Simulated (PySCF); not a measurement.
TaO3, SMILES [O]=[Ta](=[O])=[O] (connectivity only; charge and spin as stated), neutral, multiplicity 2.

Geometry optimised at B3LYP-D3(BJ)/def2-TZVP. The spin state was assumed, not searched. The def2 effective core potentials stand for the cores of Ta; spin–orbit coupling is left out.

Level of theory: B3LYP/def2-TZVPD run with PySCF.

| Item | Value |
|---|---|
| total energy | -282.84779 hartree |
| point group | Cs |
| α spin, highest occupied and lowest empty level | -8.41 and -4.37 eV |
| β spin, highest occupied and lowest empty level | -8.22 and -5.95 eV |
| dipole moment | 6.11 D |
| quadrupole, principal values (traceless, Buckingham form, about the centre of nuclear charge) | -6.86, -3.93, 10.78 D·Å |
| mean static polarisability | 54.2 bohr³ (8.03 Å³) |
| polarisability, principal values | 34.4, 61.5, 66.6 bohr³ |
| ⟨S²⟩ | 0.767 (pure state 0.75) |
